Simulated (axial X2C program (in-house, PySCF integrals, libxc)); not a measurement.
**Testing model relations on BrF**

A bond curve at the PBE0 level, 2c, was computed with an in-house all-electron X2C program for linear molecules (integrals from PySCF) (basis Br dyall-v3z [8s9p6d1f], F dyall-v3z [6s5p2d1f] (cores contracted in-house)) for the state Ω = 0 (closed shell). Its fit gives Re = 1.7571 Å, ωe = 697.1 cm⁻¹, ωexe = 3.16 cm⁻¹ and αe = 2.307e-03 cm⁻¹; the masses are 78.9183 and 18.9984 u. Two-component means X2C with spin–orbit coupling and atomic mean-field Coulomb and Gaunt terms.

(1) Find the reduced mass, Be and the force constant.

(2) Estimate the centrifugal constant by the Kratzer relation.

(3) Estimate De from a Morse curve and compare with the computed well depth of 2.528 eV to Br + F.

(4) Where do the fundamental and the first overtone lie?

(5) A Morse curve ties αe to the other constants (Pekeris). How well does that hold?

One determinant describes the state; a PBE0 search over occupations chose it and may have missed a lower one. De is counted from the lowest determinant-based energies of the atoms at the same level, without counterpoise correction. In 2c an atomic determinant is not the ground J level, so De misses part of the atomic spin–orbit lowering. This holds for PBE0. The functionals have no current-density term, which raises determinants with orbital currents, atoms included.

Results:

(1) From the PBE0 values: μ = 15.3122 u. Be = 16.8576/(μ Re²) = 0.3566 cm⁻¹. k = 5.8918×10⁻⁷ μ ωe² = 4.38 mdyn/Å.

(2) D = 4Be³/ωe² = 3.73e-07 cm⁻¹.

(3) De(Morse) = ωe²/(4ωexe) = 4.767 eV against 2.528 eV computed, a ratio of 1.89. The extrapolation overshoots: the well softens faster than a Morse curve, or the lowest atomic limit lies below the one to which the curve heads.

(4) ν(1←0) = ωe − 2ωexe = 690.8 cm⁻¹; ν(2←0) = 2ωe − 6ωexe = 1375.2 cm⁻¹.

(5) αe(Morse) = 6Be²/ωe × (√(ωexe/Be) − 1) = 2.164e-03 cm⁻¹; the PBE0 curve gives 2.307e-03 cm⁻¹, a ratio of 0.94.
